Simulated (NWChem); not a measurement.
System: ReO$_{4}$ anion; SMILES [O]=[Re-](=[O])(=[O])=[O]

All runs: NWChem. Medium grid unless said otherwise, to which SCAN and Minnesota functionals are sensitive. Structure relaxed at the B3LYP/def2-SVPD level. No frequency run checked for a minimum. def2 effective core potentials on Re; no spin-orbit coupling. Total energies of different functionals are on different scales.

| level | energy (Ha) | highest occupied level (eV) | orbital gap (eV) |
|---|---|---|---|
| B3LYP/def2-SVPD | -379.2389 | -3.69 | 6.50 |
| PBE/def2-SVPD | -379.0074 | -2.37 | 4.79 |
| PW6B95/def2-SVPD | -379.5383 | -4.08 | 7.15 |
| LDA (Slater exchange, PW92)/def2-SVPD | -377.0377 | -2.63 | 4.82 |
| M06-L/def2-SVPD | -379.2277 | -2.53 | 5.13 |
| MN15-L/def2-SVPD | -378.5971 | … | … |

Q: Fill in the missing entries.

A: 
- MN15-L/def2-SVPD, highest occupied level (eV): -2.93
- MN15-L/def2-SVPD, orbital gap (eV): 5.48
